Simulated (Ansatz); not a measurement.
Relaxation of C$_{3}$H$_{5}$BrO (10 atoms, charge 0, multiplicity 1), to a largest force component of 0.015 eV/Å in at most 40 steps.

Computed with RKS PBE/def2-SVP (Ansatz 0.2.0).

```xyz
10
Properties=species:S:1:pos:R:3:forces:R:3
O 0.301 -1.911 0.724 -0.97 1.03 0.75
C 0.776 -0.765 -0.004 -0.12 -0.22 0.77
C -0.386 0.092 -0.475 3.64 1.26 2.19
C -0.417 1.395 -0.150 -2.24 -0.99 -1.34
Br -1.896 2.439 -0.739 0.02 0.31 0.04
H -0.308 -1.493 1.420 0.94 -0.89 -1.00
H 1.364 -1.141 -0.861 -0.02 -0.21 -0.24
H 1.516 -0.207 0.640 -0.32 0.20 -0.36
H -1.087 -0.378 -1.053 -2.32 -1.34 -1.86
H 0.221 1.919 0.500 1.38 0.85 1.05
```

Problem. Where does it end, and by what steps?

Solution. It converged. After 9 steps the energy has fallen by 0.304 eV; H6 moved furthest, 0.11 Å.

| step | energy less start (eV) | largest force component (eV/Å) | accepted |
| --- | --- | --- | --- |
| 0 | 0.0000 | 3.644 | yes |
| 1 | -0.2564 | 0.979 | yes |
| 2 | -0.2654 | 0.885 | yes |
| 3 | -0.2369 | 0.638 | no |
| 4 | -0.3027 | 0.086 | yes |
| 5 | -0.3039 | 0.026 | yes |
| 6 | -0.3042 | 0.022 | yes |
| 7 | -0.3044 | 0.015 | yes |
| 8 | -0.3039 | 0.069 | no |
| 9 | -0.3045 | 0.010 | yes |

```xyz
10
Properties=species:S:1:pos:R:3
O 0.301 -1.909 0.726
C 0.773 -0.770 0.023
C -0.353 0.096 -0.478
C -0.476 1.393 -0.148
Br -1.885 2.510 -0.742
H -0.250 -1.576 1.460
H 1.347 -1.170 -0.841
H 1.488 -0.155 0.624
H -1.106 -0.394 -1.118
H 0.244 1.923 0.496
```

Whether the end is a true minimum wasn't checked by a vibrational analysis.

Run time: 40 s on 2 threads of Intel(R) Xeon(R) Platinum 8175M CPU @ 2.50GHz (Skylake/Cascade Lake), with other jobs on the host, peak memory 0.17 GiB.
